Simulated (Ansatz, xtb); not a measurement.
C5H9BSi: which of two isomers lies lower

Structure I is `CB1C=CC=C1[SiH3]`, a singlet and structure II is `CB1C=CC([SiH3])=C1`, a singlet. Both are isolated molecules in the gas phase, relaxed with PBE-D3(BJ)/def2-SVP.

Task: Estimate which is lower in electronic energy at CCSD(T)/def2-SVP + ΔMP2/def2-TZVPP, and by roughly how much.

Result: The CCSD(T)/def2-SVP + ΔMP2/def2-TZVPP calculation puts structure I lower, by 0.103 eV.

How the difference moves with the method:

```csv
level,geometry,E(II) − E(I) (eV),departure from the last row (eV),"job, with rough time for the two"
GFN2-xTB,GFN2-xTB,+0.022,−0.081,"optimisation, 0.52 s"
HF/STO-3G,GFN2-xTB,−0.003,−0.106,"single point, 0.68 s"
r2SCAN-D4/def2-SVP,GFN2-xTB,+0.122,+0.019,"single point, 9.6 s"
PBE-D3(BJ)/def2-SVP,PBE-D3(BJ)/def2-SVP,+0.108,+0.005,"optimisation, 77 s"
HF/def2-SVP,PBE-D3(BJ)/def2-SVP,+0.112,+0.009,part of the CCSD(T) run
MP2/def2-SVP,PBE-D3(BJ)/def2-SVP,+0.111,+0.008,part of the CCSD(T) run
CCSD(T)/def2-SVP,PBE-D3(BJ)/def2-SVP,+0.098,−0.005,single point
CCSD(T)/def2-SVP + ΔMP2/def2-TZVPP,PBE-D3(BJ)/def2-SVP,+0.103,,"single point, 3 min"
```

As drawn, both hold the same kinds of bond in the same numbers.

GFN2-xTB, HF/STO-3G find them nearly level. The largest departure from CCSD(T)/def2-SVP + ΔMP2/def2-TZVPP is that of HF/STO-3G, 0.106 eV. The last row adds to CCSD(T) the change of the MP2 difference between the two basis sets, here +0.005 eV.

With thermal terms from frequencies at re-optimised GFN2-xTB minima (ideal gas, soft modes damped towards free rotors, one conformer each, 298.15 K, 1 atm): the zero-point term adds +0.002 eV; ΔH is +0.105 and ΔG +0.106 eV.

The correlated steps freeze 11 core orbitals. Codes used: Ansatz 0.2.0, xtb 6.7.1; the last row on 2 threads of Arm Neoverse V1 on a shared host.
